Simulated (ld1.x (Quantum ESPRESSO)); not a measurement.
The numbers below are computed, except where a source is named.
## Potentials for boron compared

Generated with ld1.x 7.5 (TM, RRKJ, ultrasoft, PAW), atompaw 4.2 or ONCVPSP 4.0.1. The cutoff is in Ry: for ld1.x and atompaw files where the sum of valence levels is converged to 10 mRy in a Bessel basis, for ONCV files where the hardest occupied wave has 1 mHa per electron of residual kinetic energy. The error is the largest all-electron minus pseudo excitation energy over each file’s own four to seven test configurations (ionisations up to +4, promotions, holes and added fractions of an electron), all of which were solved. The labels leave out finer settings (local radius, basis sizes, second energies), which also bear on the numbers. Spin-polarised tests are not counted. The rows are a selection from randomly drawn settings: files with unsolved tests, undetermined cutoffs or missed reference levels are left out.

```csv
potential,cutoff (Ry),largest error (meV),bound ghosts
"ultrasoft, PBE, non-relativistic, rc 0.65/2.65 (sp), local smoothed, core correction no, reference 1s2 2s2 2p1",200,-64,none
"TM, LDA (PZ), non-relativistic, rc 1.05/2.80/2.60 (spd), local s, core correction no, reference 2s2 2p1",45,+265,none
"TM, revPBE, non-relativistic, rc 1.25/1.85 (sp), local smoothed, core correction yes, reference 2s1 2p0",21,+186,none
"PAW, PBEsol, scalar-relativistic, rc 1.35/2.80 (sp), local smoothed, core correction yes, reference 2s2 2p1",12,-6.3,none
"RRKJ, PBE, fully relativistic, rc 1.40/3.30/3.40 (spd), local s, core correction yes, reference 2s2 2p0",21,+366,none
```

(1) Fill in the row for B: PAW, PBE, scalar-relativistic, rc 1.15/1.85/1.50 (spd), local smoothed, core correction yes, reference 2s1.5 2p0.

(2) Fill in the row for B: PAW, LDA (PZ), scalar-relativistic, rc 1.55/2.10/1.70 (spd), local smoothed, core correction yes, reference 2s2 2p1.

Answers

(1) cutoff 21 Ry, largest error -1.9 meV, bound ghosts: none.

(2) cutoff 12 Ry, largest error -6.6 meV, bound ghosts: none.
